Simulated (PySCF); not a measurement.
C7H11N3.
Bonds: C1–C2, C2–C3 (aromatic), C3–N4 (aromatic), N4–N5 (aromatic), N5–C6 (aromatic), C6–C7 (aromatic), C7–N8, N8–C9, N8–C10, C2–C7 (aromatic). Hydrogens: H11, H12, H13 on C1; H14 on C3; H15 on C6; H16, H17, H18 on C9; H19, H20, H21 on C10.

The same species was optimised twice, with GFN2-xTB and with PBE0-D3(BJ)/def2-SVP (PySCF), and the same property calculations (PySCF, gas phase) were run on both structures.

```
     coordinate  GFN2-xTB  PBE0-D3(BJ)/def2-SVP  change
      N4–N5 (Å)     1.300                 1.314  +0.014
      N5–C6 (Å)     1.312                 1.325  +0.013
      C7–N8 (Å)     1.379                 1.390  +0.011
      C3–N4 (Å)     1.319                 1.328  +0.009
      C2–C3 (Å)     1.393                 1.398  +0.005
      C1–C2 (Å)     1.498                 1.496  -0.002
     N8–C10 (Å)     1.444                 1.442  -0.002
      C2–C7 (Å)     1.406                 1.407  +0.001
      N8–C9 (Å)     1.447                 1.446  -0.001
      C6–C7 (Å)     1.411                 1.411   0.000
   C7–N8–C9 (°)     120.3                 118.8    -1.5
   C1–C2–C3 (°)     119.4                 120.4    +1.0
   C2–C3–N4 (°)     124.7                 125.6    +0.9
  C7–N8–C10 (°)     119.0                 118.2    -0.8
   N4–N5–C6 (°)     120.8                 120.1    -0.7
   C3–C2–C7 (°)     116.2                 115.6    -0.6
   C1–C2–C7 (°)     124.3                 123.8    -0.5
   N5–C6–C7 (°)     124.2                 124.7    +0.5
C6–C7–N8–C9 (°)       131                   125      -6
```

Rotational constants: A = 2167, B = 1189, C = 818.0 MHz (GFN2-xTB) against A = 2147, B = 1181, C = 817.9 MHz (PBE0-D3(BJ)/def2-SVP). Point groups within 0.08 Å: C1 and C1.

On the GFN2-xTB structure: HOMO (eV) -6.17 [PBE0/pcSseg-1]; LUMO (eV) -0.78 [PBE0/pcSseg-1]; dipole (D) 6.06 [PBE0/pcSseg-1]; GIAO shielding of C1 (ppm) 168.2 [PBE0/pcSseg-1]; GIAO shielding of C2 (ppm) 59.5 [PBE0/pcSseg-1]; GIAO shielding of C3 (ppm) 30.0 [PBE0/pcSseg-1]; GIAO shielding of N4 (ppm) -162.8 [PBE0/pcSseg-1]; GIAO shielding of N5 (ppm) -185.9 [PBE0/pcSseg-1]; GIAO shielding of C6 (ppm) 43.2 [PBE0/pcSseg-1]; GIAO shielding of C7 (ppm) 34.9 [PBE0/pcSseg-1]; GIAO shielding of N8 (ppm) 209.1 [PBE0/pcSseg-1].

**Question.** What do these properties become on the PBE0-D3(BJ)/def2-SVP structure?

**Answer.** 
| property | level | on GFN2-xTB | on PBE0-D3(BJ)/def2-SVP | change |
| --- | --- | --- | --- | --- |
| HOMO (eV) | PBE0/pcSseg-1 | -6.17 | -6.31 | -0.14 |
| LUMO (eV) | PBE0/pcSseg-1 | -0.78 | -0.95 | -0.17 |
| dipole (D) | PBE0/pcSseg-1 | 6.06 | 5.92 | -0.14 |
| energy, GFN2-xTB geometry as zero (kcal/mol) | PBE0/pcSseg-1 | 0.0 | -1.0 | -1.0 |
| GIAO shielding of C1 (ppm) | PBE0/pcSseg-1 | 168.2 | 166.1 | -2.1 |
| GIAO shielding of C2 (ppm) | PBE0/pcSseg-1 | 59.5 | 57.1 | -2.4 |
| GIAO shielding of C3 (ppm) | PBE0/pcSseg-1 | 30.0 | 27.6 | -2.4 |
| GIAO shielding of N4 (ppm) | PBE0/pcSseg-1 | -162.8 | -173.1 | -10.3 |
| GIAO shielding of N5 (ppm) | PBE0/pcSseg-1 | -185.9 | -197.5 | -11.6 |
| GIAO shielding of C6 (ppm) | PBE0/pcSseg-1 | 43.2 | 38.6 | -4.6 |
| GIAO shielding of C7 (ppm) | PBE0/pcSseg-1 | 34.9 | 34.2 | -0.7 |
| GIAO shielding of N8 (ppm) | PBE0/pcSseg-1 | 209.1 | 206.6 | -2.5 |

The heavy atoms differ by 0.034 Å rms after alignment. Among the bonds compared N4–N5 and N5–C6 change most and about equally (+0.013 to +0.014 Å). Changes are differences of the printed values. Neither structure is proved a minimum here.

Conformer computed: `[CH3:1][c:2]1[cH:3][n:4][n:5][cH:6][c:7]1[N:8]([CH3:9])[CH3:10]`: C6–C7–N8–C9 125°.
